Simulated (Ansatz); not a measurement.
# Ligand exchange: SnH2(CH3)F + C3H7F → SnH2F2 + C4H10

Species: SnH2(CH3)F, singlet; C3H7F (2-fluoropropane) `CC(C)F`, singlet; SnH2F2 `[F][SnH2][F]`, singlet; C4H10 (isobutane) `CC(C)C`, singlet. The partners trade CH3 for F: Sn–CH3 and C–F bonds give way to Sn–F and C–CH3.

Shapes, held fixed at every level: PBE0-D4/def2-TZVP. Programs: Ansatz 0.2.0. The zero-point and thermal change to 298 K, harmonic and unscaled (PBE0-D4/def2-TZVP), is +3.0 kJ/mol.

Estimate ΔH(298 K) of this reaction.

The highest level, CCSD(T)/def2-TZVPP, gives ΔH(298 K) = -83.3 kJ/mol; the levels span -102.5 to -81.3. The column of differences is taken from that level and isn't an error. No measured value is set beside it here. For atoms past krypton def2 sets carry core potentials with scalar relativity. Correlated rows may include outer-core shells of Sn, which these sets cover unevenly.

```csv
level,kind,ΔH(298 K) (kJ/mol),less CCSD(T)/def2-TZVPP
PBE-D4/def2-TZVPP,GGA,-82.2,+1.1
r2SCAN-D4/def2-TZVPP,meta-GGA,-84.7,-1.4
PBE0-D4/def2-TZVPP,global hybrid,-81.3,+2.0
r2SCAN0-D4/def2-TZVPP,global hybrid,-83.1,+0.2
MP2/def2-SVP,perturbation theory,-102.5,-19.2
CCSD/def2-SVP,coupled cluster or CI,-91.1,-7.8
CCSD(T)/def2-TZVPP,coupled cluster or CI,-83.3,0.0
```
